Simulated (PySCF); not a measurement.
**Energy of Nd (neodymium, neutral) between two integer charges**

The 6s beta orbital of [Xe] 4f4 6s2 is emptied in steps (occupation f), with all orbitals relaxed, ending at [Xe] 4f4 6s1. Computed with PySCF 2.14 in def2-SVP with the def2 core potential (28 electrons) (10s6p4d3f1g, 78 functions), with scalar relativity through the core potential. The exact energy is a straight line in f; departures are measured from the line between the end points of the same method.

```csv
f,PBE0 (eV),r2SCAN (eV),LC-wPBE (eV)
1,0.000,0.000,0.000
0.75,-0.287,-0.326,0.029
0.5,-0.384,-0.421,0.035
0.25,-0.287,-0.301,0.024
0,0.000,0.000,0.000
```

| method | E(f=0) − E(f=1) (eV) | −ε at f=1 (eV) | −ε at f=0.5 (eV) |
| --- | --- | --- | --- |
| PBE0 | 5.403 | 3.881 | 5.399 |
| r2SCAN | 5.171 | 3.397 | 5.236 |
| LC-wPBE | 5.210 | 5.371 | 5.196 |

Orbital energy along the path (eV):

```csv
f,PBE0,r2SCAN,LC-wPBE
1,-3.881,-3.397,-5.371
0.75,-4.633,-4.338,-5.279
0.5,-5.399,-5.236,-5.196
0.25,-6.183,-6.047,-5.141
0,-6.721,-6.511,-5.059
```

Reference removal energy between the ground levels: 5.525 eV (measured; NIST Atomic Spectra Database, ionization energies). The calculation has no spin-orbit coupling.
